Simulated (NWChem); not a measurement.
System: C6H5O, doublet; SMILES Oc1cc[c]cc1

The following NWChem deck was run.

```
start job
memory heap 200 mb stack 900 mb global 1100 mb
geometry units angstroms noautoz
  O     -0.080879    -2.245793     0.000000
  C     -0.014302    -0.883984     0.000000
  C     -1.234504    -0.174423     0.000000
  C     -1.230563     1.233492     0.000000
  C      0.002066     1.867340     0.000000
  C      1.227116     1.224461     0.000000
  C      1.212232    -0.186571     0.000000
  H      0.828214    -2.598178     0.000000
  H     -2.176580    -0.742972     0.000000
  H     -2.181662     1.789302     0.000000
  H      2.184911     1.768574     0.000000
  H      2.162338    -0.748201     0.000000
end
basis spherical
  * library def2-tzvp
end
dft
  odft
  mult 2
  xc b3lyp
  iterations 150
  semidirect filesize 400000000
  mulliken
end
task dft energy
```

In the optimisation the excess spin sits in a' (Cs, its own frame). All runs use the structure optimised with PBE-D3(BJ)/def2-SVP, spin-unrestricted. No frequency run checked for a minimum. No stability test was run on the SCF state.

Question: Give the results of this calculation. (B3LYP/def2-TZVP, spin-unrestricted.) Quantities: basis functions; energy (Ha); highest occupied level (eV); lowest empty minus highest occupied level, either spin (eV); dipole (D); <S²>.

Answer: The number of basis functions is 247 and the energy (Ha) is -306.90. The highest occupied level (eV) is -6.30. The lowest empty minus highest occupied level, either spin (eV) comes out as 3.79 and the dipole (D) is 1.57. The <S²> comes out as 0.758.
